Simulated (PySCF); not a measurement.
## ECD: `O=C(O)[C@@H]1[C@@H](F)[C@@H]1CF`, C₅H₆F₂O₂

Molfile (atoms numbered from 1):
```
C5H6F2O2
     RDKit          3D

 15 15  0  0  0  0  0  0  0  0999 V2000
    1.4820    0.0931   -1.3914 O   0  0  0  0  0  0  0  0  0  0  0  0
    1.5417    0.1078   -0.1884 C   0  0  0  0  0  0  0  0  0  0  0  0
    2.6053    0.5481    0.4853 O   0  0  0  0  0  0  0  0  0  0  0  0
    0.4723   -0.3613    0.7266 C   0  0  2  0  0  0  0  0  0  0  0  0
   -0.5020   -1.3844    0.2074 C   0  0  1  0  0  0  0  0  0  0  0  0
   -0.8969   -2.3714    1.0484 F   0  0  0  0  0  0  0  0  0  0  0  0
   -0.9872   -0.0033    0.4565 C   0  0  2  0  0  0  0  0  0  0  0  0
   -1.3805    0.8832   -0.6954 C   0  0  0  0  0  0  0  0  0  0  0  0
   -1.3140    2.2022   -0.3128 F   0  0  0  0  0  0  0  0  0  0  0  0
    3.2920    0.8615   -0.1252 H   0  0  0  0  0  0  0  0  0  0  0  0
    0.7761   -0.4215    1.7625 H   0  0  0  0  0  0  0  0  0  0  0  0
   -0.3852   -1.7555   -0.8036 H   0  0  0  0  0  0  0  0  0  0  0  0
   -1.5817    0.1510    1.3494 H   0  0  0  0  0  0  0  0  0  0  0  0
   -2.4183    0.6969   -0.9922 H   0  0  0  0  0  0  0  0  0  0  0  0
   -0.7081    0.7614   -1.5492 H   0  0  0  0  0  0  0  0  0  0  0  0
  1  2  2  0
  2  3  1  0
  2  4  1  0
  4  5  1  0
  5  6  1  0
  5  7  1  0
  7  8  1  0
  8  9  1  0
  7  4  1  0
  3 10  1  0
  4 11  1  1
  5 12  1  6
  7 13  1  1
  8 14  1  0
  8 15  1  0
M  END
```

Theory: TDDFT CAM-B3LYP/def2-SVPD circular dichroism and optical rotation, one conformer, gas phase in PySCF 2.14.0. Geometry: GFN2-xTB.

The molecule is flexible and this is one conformer; a measurement averages over conformers.

(1) Assign R or S to each stereocentre.

(2) List the lowest 12 singlet excitations with oscillator and rotatory strengths.

Answers

(1) C4 R, C5 R, C7 S.

(2) Rotatory strengths R in 10⁻⁴⁰ esu² cm², velocity form and length form (origin at the centre of mass); f in length form.
| state | E (eV) | λ (nm) | f | R (velocity) | R (length) | main |
| --- | --- | --- | --- | --- | --- | --- |
| 1 | 5.92 | 209 | 0.0006 | +0.3 | +0.5 | HOMO→LUMO 0.88 |
| 2 | 7.69 | 161 | 0.159 | +10.4 | +10.4 | HOMO−1→LUMO 0.75, HOMO→LUMO+1 0.17 |
| 3 | 7.85 | 158 | 0.006 | +14.2 | +14.2 | HOMO→LUMO+1 0.59, HOMO−1→LUMO 0.18 |
| 4 | 8.07 | 154 | 0.098 | -16.3 | -17.3 | HOMO−2→LUMO 0.87 |
| 5 | 8.51 | 146 | 0.004 | -7.6 | -8.1 | HOMO−1→LUMO+2 0.59, HOMO−1→LUMO+1 0.08 |
| 6 | 8.60 | 144 | 0.107 | -28.4 | -28.3 | HOMO−3→LUMO 0.47, HOMO−3→LUMO+1 0.24 |
| 7 | 8.63 | 144 | 0.071 | +21.4 | +21.4 | HOMO−3→LUMO+1 0.43, HOMO−3→LUMO 0.23 |
| 8 | 8.78 | 141 | 0.008 | +0.5 | +0.1 | HOMO→LUMO+2 0.45, HOMO−2→LUMO+2 0.21 |
| 9 | 8.89 | 139 | 0.002 | -3.0 | -3.3 | HOMO−1→LUMO+1 0.42, HOMO−1→LUMO+3 0.28 |
| 10 | 8.99 | 138 | 0.013 | -3.5 | -3.4 | HOMO→LUMO+2 0.26, HOMO−2→LUMO+2 0.25 |
| 11 | 9.04 | 137 | 0.010 | -21.5 | -21.9 | HOMO→LUMO+3 0.21, HOMO−2→LUMO+1 0.17 |
| 12 | 9.15 | 136 | 0.006 | +0.4 | +0.5 | HOMO→LUMO+4 0.22, HOMO−1→LUMO+3 0.19 |

Among the states computed, the strongest CD band (largest |R|) is state 6. The largest dissymmetry factor in size, g = 4R/(D+G), with D and G the electric and magnetic dipole strengths, is -0.032 for state 11 (velocity form, f = 0.009), among bands with |R| over 0.5. The mirror image has the same energies and oscillator strengths and all R with the opposite sign.
